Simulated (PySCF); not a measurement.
Estimate the missing entries of this data sheet.

Compound: C₆H₁₁NSi₂.
Atom-mapped SMILES: `[SiH3:1][N:2]([SiH3:3])[C@@:4]12[C@@H:5]3[C@H:6]4[C@@H:7]3[C@@H:8]1[C@@H:9]24` (hydrogens: H10, H11, H12 on Si1; H13, H14, H15 on Si3; H16 on C5; H17 on C6; H18 on C7; H19 on C8; H20 on C9)

Structure used (PBE0-D3(BJ)/def2-SVP), in Å, numbered top down from 1:
```
atom  x, y, z in Å
Si1    1.812   -1.464   -1.261
N2     1.209   -0.107   -0.329
Si3    2.148    1.136    0.474
C4    -0.185   -0.065   -0.111
C5    -1.098   -0.674    1.003
C6    -2.231   -0.770    0.005
C7    -2.058    0.482    0.833
C8    -1.157    1.088   -0.268
C9    -1.331   -0.170   -1.099
H10    3.301   -1.372   -1.292
H11    1.282   -1.435   -2.659
H12    1.401   -2.765   -0.647
H13    3.593    0.844    0.244
H14    1.865    1.152    1.942
H15    1.823    2.492   -0.066
H16   -0.889   -1.285    1.881
H17   -3.060   -1.479   -0.030
H18   -2.728    0.937    1.564
H19   -0.973    2.109   -0.605
H20   -1.304   -0.281   -2.184
```

```json
{"property": "rotational constants A, B, C", "level": "PBE0-D3(BJ)/def2-SVP", "value": "?"}
{"property": "dipole moment", "level": "B3LYP/def2-SVPD", "value": "0.74 D"}
{"property": "HOMO energy", "level": "B3LYP/def2-SVPD", "value": "-6.44 eV"}
{"property": "LUMO energy", "level": "B3LYP/def2-SVPD", "value": "0.04 eV"}
{"property": "lowest singlet excitation", "level": "TDDFT B3LYP/def2-SVPD", "value": "5.65 eV (220 nm, f = 0.007)"}
{"property": "strongest line among the 10 lowest singlet transitions", "level": "TDDFT B3LYP/def2-SVPD", "value": "S5/S6 at 6.24 eV (199 nm, f = 0.016 summed over these states)"}
{"property": "lowest triplet excitation (Tamm–Dancoff)", "level": "TDA B3LYP/def2-SVPD", "value": "?"}
{"property": "static isotropic polarisability", "level": "B3LYP/def2-SVPD", "value": "?"}
{"property": "vertical ionisation energy", "level": "ΔSCF B3LYP/def2-SVPD", "value": "?"}
{"property": "electronic spatial extent ⟨r²⟩ about the centre of nuclear charge", "level": "B3LYP/def2-SVPD", "value": "1621 bohr²"}
{"property": "13C chemical shifts (computed TMS as zero) by class", "level": "GIAO PBE0/pcSseg-1", "value": "?"}
{"property": "1H chemical shifts (computed TMS as zero) by class", "level": "GIAO PBE0/pcSseg-1", "value": "?"}
{"property": "isotropic shieldings of nuclei other than C and H, by class", "level": "GIAO PBE0/pcSseg-1", "value": "246 (N2), 403 (Si1/Si3) ppm"}
```

The electronic properties come from PySCF, for the isolated species, density fitting. NMR classes are plain means over equivalent atoms (diastereotopic ones count apart unless rotation or inversion swaps them), as if these changed places fast; in this geometry the members of some classes differ.

(1) Give the 13C chemical shifts (computed TMS as zero) by class.

(2) The vertical ionisation energy?

(3) The static isotropic polarisability?

(4) What are the 1H chemical shifts (computed TMS as zero) by class?

(5) What are the rotational constants A, B, C?

(6) What is the lowest triplet excitation (Tamm–Dancoff)?

Answers

(1) 55.9 (C4), 39.2 (C8/C9), 37.1 (C5), 25.9 (C6/C7) ppm.

(2) 8.31 eV.

(3) 118.9 au.

(4) 4.64 (H10/H11/H12/H13/H14/H15), 2.72 (H16), 2.62 (H19/H20), 2.08 (H17/H18) ppm.

(5) 1.988, 0.984, 0.766 GHz.

(6) 5.47 eV.

The 10 singlets span 5.65 to 6.45 eV, and their oscillator strengths add up to 0.05. The principal polarisabilities are 104.4, 119.1 and 133.1 au; their mean is the isotropic value. No computed singlet falls in the visible range (750 to 380 nm, 1.65 to 3.26 eV); S1 lies 2.39 eV above its blue end. The rotational constants make it an asymmetric top with κ = (2B − A − C)/(A − C) = -0.64, nearer the prolate limit (−1).

For the geometry optimisation (PBE0-D3(BJ)/def2-SVP), on an Arm Neoverse V1 with one thread, shared host, this took 3.9 min and 0.82 GiB of memory at its peak.

One conformer stands for the species.
